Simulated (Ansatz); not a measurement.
`[InH2][B]1CO1` + H₂S → `[SH][InH2]` + `B1CO1`  (cleavage of the In–B bond)

Computed with Ansatz on PBE0-D4/def2-TZVP structures; ΔE is electronic, products minus reactants. CCSD(T)/CBS is the MP2 limit (def2-TZVPP, def2-QZVPP) plus CCSD(T) − MP2 in def2-TZVPP, frozen cores. This one scheme is used for every species. DFT in def2-TZVPP. Elements past krypton have def2 core potentials. For In outer-core shells are correlated without core-valence functions, which leaves a few kJ/mol of doubt a bond.

`[InH2][B]1CO1`:

Cartesian coordinates in Å:
```
In 0.102 1.439 1.334
B 0.095 -0.066 -0.313
C -0.198 -1.383 -1.030
O 0.530 -0.212 -1.568
H -1.182 2.579 1.507
H 1.358 1.465 2.516
H 0.436 -2.257 -0.909
H -1.141 -1.565 -1.536
```

H₂S:

```xyz
3

S     0.042    0.425    0.449
H    -0.889   -0.479    0.108
H     0.847    0.055   -0.558
```

`[SH][InH2]`:

```xyz
5

S     0.609   -1.441    0.723
In   -0.516    0.350   -0.389
H     1.641   -0.682    1.125
H     0.257    1.876   -0.334
H    -1.991   -0.103   -1.126
```

`B1CO1`:

Cartesian coordinates in Å:
```
B -0.303 0.713 0.394
C 0.176 -0.614 -0.144
O 0.223 0.721 -0.825
H -0.773 1.500 1.143
H -0.489 -1.314 -0.642
H 1.165 -1.006 0.074
```

```tsv
species	r2SCAN0-D4 energy (Eh)
`[InH2][B]1CO1`	-330.67022
H₂S	-399.37011
`[SH][InH2]`	-590.15753
`B1CO1`	-139.92082
```

Work out ΔE.

ΔE = (-590.15753) + (-139.92082) − (-330.67022) − (-399.37011) = -0.03802 Eh = -1.03 eV. CCSD(T)/CBS gives -1.00 eV.

What do rigid-rotor, harmonic-oscillator terms from PBE0-D4/def2-TZVP frequencies (298.15 K, 1 bar) make of the CCSD(T)/CBS value? (Estimate.)

The calculation gave: ΔZPE = +0.07 eV, ΔH = -0.97 eV, ΔS = 1 J/(mol·K), ΔG = -0.97 eV.

Largest T1 diagnostic among the species: 0.016.

Leaving LDA and LC-ωPBE aside and taking each functional with its dispersion term where it has one, the values, not all of them listed here, spread over 0.10 eV, from BHLYP-D4 to revPBE-D4. From BLYP to BHLYP (50 % exact exchange), in def2-TZVPP and without D4, ΔE moves by −0.04 eV. At CCSD(T), def2-SVP lies +0.05 eV from the extrapolated value and def2-TZVPP +0.06 eV.
